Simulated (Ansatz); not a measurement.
Total energies of the cluster SiGe₆ from Ansatz at PBE-D4/def2-SVP, gas phase (1 Eh = 27.2114 eV = 2625.5 kJ/mol). The reference geometry is relaxed at B3LYP-D4/def2-SVP.

```xyz
7

Si   -0.564    1.114    0.024
Ge    1.236    0.717   -1.770
Ge   -1.975   -0.959    0.596
Ge   -1.148   -0.486   -1.902
Ge    1.882    0.988    0.810
Ge   -0.102   -0.048    2.272
Ge    0.670   -1.325   -0.029
```

| state | geometry | energy (Eh) |
| --- | --- | --- |
| charge 0 singlet | reference | -12748.05290 |
| charge 1 doublet | reference | -12747.76332 |
| charge -1 doublet | reference | -12748.11313 |
| free Si atom (triplet) | – | -289.12416 |
| free Ge atom (triplet) | – | -2076.34106 |

Question: Work out the vertical ionisation energy to the doublet.

Answer: E(charge 1 doublet) − E(charge 0 singlet) = -12747.76332 − (-12748.05290) = 0.28958 Eh = 7.88 eV. For comparison, −ε of the highest occupied level is 5.67 eV at this level, 2.21 eV less.

Question: Work out the vertical electron affinity, to the doublet.

Answer: E(charge 0 singlet) − E(charge -1 doublet) = -12748.05290 − (-12748.11313) = 0.06023 Eh = 1.64 eV. The basis lacks diffuse functions, which makes affinities too small.

Question: Give the fundamental gap IE − EA, the Mulliken electronegativity (IE + EA)/2 and the hardness (IE − EA)/2.

Answer: From the values in Eh: IE − EA = 0.28958 − 0.06023 = 0.22935 Eh = 6.24 eV; (IE + EA)/2 = 4.76 eV; (IE − EA)/2 = 3.12 eV. The HOMO–LUMO gap of the same run is 1.99 eV, 4.25 eV smaller than the fundamental gap.

Question: What is the binding energy per atom against free atoms?

Answer: Atoms: 1 × (-289.12416) + 6 × (-2076.34106) = -12747.17052 Eh. Binding: -12747.17052 − (-12748.05290) = 0.88238 Eh = 24.01 eV, or 3.43 eV for each of 7 atoms (no zero-point energy, no counterpoise term).

At PBE-D4/def2-SVP the gap within one spin of the charge 1 doublet nearly closes, so an electron or hole may be smeared out by delocalisation error. At PBE-D4/def2-SVP the highest occupied level of the charge -1 doublet lies above zero (up to 0.42 eV). By energy differences its removal costs 1.64 eV (vertical, to the charge 0 singlet, at PBE-D4/def2-SVP); self-interaction error and the lack of diffuse functions both raise the level.  

The structure comes from a short search, and lower isomers may exist.
